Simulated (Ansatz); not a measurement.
CH₄BFN₂ (`N/C=N/BF`), relaxed with RKS PBE-D4/def2-SVP in Ansatz from a rough embedded geometry. The force threshold is 0.03 eV/Å; the program also tests the step.

The species carries charge 0 and has multiplicity 1.

Start:

```xyz
9

N     1.214    1.385    0.291
C     0.223    0.431    0.388
N    -0.085   -0.302   -0.627
B    -1.143   -1.501   -0.538
F    -1.444   -2.242   -1.688
H     1.729    1.559   -0.681
H     1.470    2.017    1.052
H    -0.280    0.274    1.325
H    -1.683   -1.621    0.478
```

(1) By how much does the energy fall, and how many steps does the optimiser take? (Estimate.)

(2) Which bonds change most? (Estimate.)

(3) Give the relaxed structure. (Estimate.)

Answers

(1) The calculation gave: 21.82 kcal/mol, in 7 steps.

(2) The calculation gave: N3–B4 from 1.602 to 1.425 Å; N1–H6 from 1.114 to 1.022 Å; B4–H9 from 1.157 to 1.230 Å; B4–F5 from 1.401 to 1.341 Å.

(3) Computed: 
```xyz
9

N     1.157    1.355    0.255
C     0.235    0.372    0.304
N    -0.060   -0.366   -0.720
B    -1.061   -1.364   -0.541
F    -1.383   -2.166   -1.567
H     1.643    1.527   -0.628
H     1.377    1.926    1.070
H    -0.240    0.265    1.314
H    -1.668   -1.548    0.513
```
